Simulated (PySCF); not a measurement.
Species: C3H11B2NSi.
SMILES: `C=CCB[SiH2]NB`

Method: TDDFT CAM-B3LYP/def2-SVPD, vertical, gas phase, core orbitals frozen in the response in PySCF. The structure is a single GFN2-xTB conformer in the gas phase; no vibrational or solvent corrections. Note that the optimisation stopped short of convergence; the values belong to its last geometry.

```
state  E (eV)  λ (nm)  ν̃ (cm⁻¹)       f  |μ| (D)  main configurations (H = HOMO, L = LUMO)
   S1    4.06   305.1      32770  0.0041     0.51                    H→L (79%), H-1→L (10%)
   S2    4.86   254.9      39230  0.0009     0.22       H-1→L (51%), H-2→L (22%), H→L (13%)
   S3    5.63   220.3      45400   0.027     1.12                  H-2→L (53%), H-1→L (36%)
   S4    6.30   196.7      50830  0.0009     0.19     H-4→L (45%), H-6→L (22%), H-3→L (19%)
   S5    6.52   190.0      52620  0.0032     0.36      H-3→L (68%), H-2→L (14%), H-4→L (8%)
   S6    6.93   178.9      55880  0.0036     0.37              H-3→L+1 (47%), H-2→L+1 (28%)
   S7    6.98   177.6      56300  0.0089     0.58     H→L+2 (35%), H→L+1 (21%), H→L+4 (10%)
   S8    7.08   175.0      57140   0.157     2.41   H→L+1 (31%), H→L+2 (23%), H-1→L+1 (22%)
```

Triplets, Tamm–Dancoff:

```json
{"state": "T1", "E (eV)": "3.47", "λ (nm)": "356.8", "main configurations (H = HOMO, L = LUMO)": "H→L (53%), H-1→L (20%), H-2→L (15%)"}
{"state": "T2", "E (eV)": "4.23", "λ (nm)": "293.4", "main configurations (H = HOMO, L = LUMO)": "H-1→L (20%), H→L (17%), H→L+3 (15%)"}
{"state": "T3", "E (eV)": "4.59", "λ (nm)": "270.3", "main configurations (H = HOMO, L = LUMO)": "H→L+3 (23%), H→L+4 (16%), H→L (13%)"}
```

The lowest singlet lies at 4.06 eV (305 nm, ultraviolet) and is very weak; its leading configuration is HOMO→LUMO (79%). The most intense listed level is S8 at 7.08 eV (175 nm, f = 0.157), 3.02 eV above S1. It is the last of those listed, so stronger ones may follow. Löwdin shares by element: HOMO carbon 70%, boron 9% or more (atoms not listed hold the other 21%); LUMO boron 46% or more, silicon 18%, carbon 11% or more, hydrogen 8% or more (atoms not listed hold the other 17%). Orbital energies (eV): HOMO-3 -10.40, HOMO-2 -10.10, HOMO-1 -9.52, HOMO -8.59, LUMO -1.16, LUMO+1 0.82, LUMO+2 1.07. Weighted by f, the mean energy of these states is 6.81 eV. The oscillator strengths of these states sum to 0.205; summed over the whole spectrum of an exact calculation they would give the number of electrons, 60 (Thomas–Reiche–Kuhn). Singlets were solved by full linear response, triplets in the Tamm–Dancoff approximation.

The run took 2.3 min of wall time (grids of density and orbitals included) on one thread of an Arm Neoverse V1, no GPU, shared host with 32 logical CPUs at a one-minute load of 25, and the process peaked at 1.1 GiB of memory.
